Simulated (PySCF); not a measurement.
CuI2, SMILES [I][Cu+][I] (connectivity only; charge and spin as stated), charge +1, multiplicity 3.

Geometry optimised at B3LYP-D3(BJ)/def2-SVP. The multiplicity is an assumed one; other spin states were not compared. The def2 effective core potentials stand for the cores of I; spin–orbit coupling is left out.

Level of theory: B3LYP-D3(BJ)/def2-SVP in PySCF.

Frequencies are harmonic and unscaled.

Modes within 1.5 cm⁻¹ of each other (mostly degenerate sets) share a row, with their intensities summed.

Computed vibrational spectrum:
```
mode  ν (cm⁻¹)  IR (km/mol)  moving atoms (share of kinetic energy)
----  --------  -----------  --------------------------------------
1–2         39          2.2                         Cu 80 %, I 20 %
3          122          0.0                                 I 100 %
4          269          0.9                         Cu 80 %, I 20 %
```
